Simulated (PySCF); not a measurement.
C2H8OSi2, SMILES C[Si@H]1CO[SiH2]1.

Geometry: TPSSh-D3(BJ)/def2-SVP. The structure was generated by enumeration; whether it is a known compound was not checked.

Two levels are set side by side: TDDFT-PBE/def2-SVPD (PySCF) and TDDFT-ωB97X/def2-SVPD (PySCF). Vertical, same geometry. The lowest singlet is HOMO→LUMO 86 %, HOMO−1→LUMO 13 % with PBE and HOMO→LUMO 86 % with the other functional; states are paired by order. Differences are taken from unrounded values.

```csv
quantity,TDDFT-PBE
lowest singlet excitation (eV),5.27
lowest triplet excitation (TDA) (eV),4.86
first bright state (f over 0.05) (eV),6.36
its oscillator strength,0.13
```

Question: These are the TDDFT-PBE values. What does TDDFT-ωB97X give? (The exact figures need the calculation; the answer reports its results.)

Answer: 
| quantity | TDDFT-ωB97X | TDDFT-PBE minus TDDFT-ωB97X |
|---|---|---|
| lowest singlet excitation (eV) | 6.19 | -0.92 |
| lowest triplet excitation (TDA) (eV) | 5.60 | -0.75 |
| first bright state (f over 0.05) (eV) | 6.19 | 0.17 |
| its oscillator strength | 0.06 | 0.06 |

A lower first singlet is the usual sign of a functional without exact exchange. Differences between two approximate levels are no errors against the true value.

Rough cost on one machine, each run with all the roots and properties that it gave: TDDFT-ωB97X against TDDFT-PBE about 8 times.
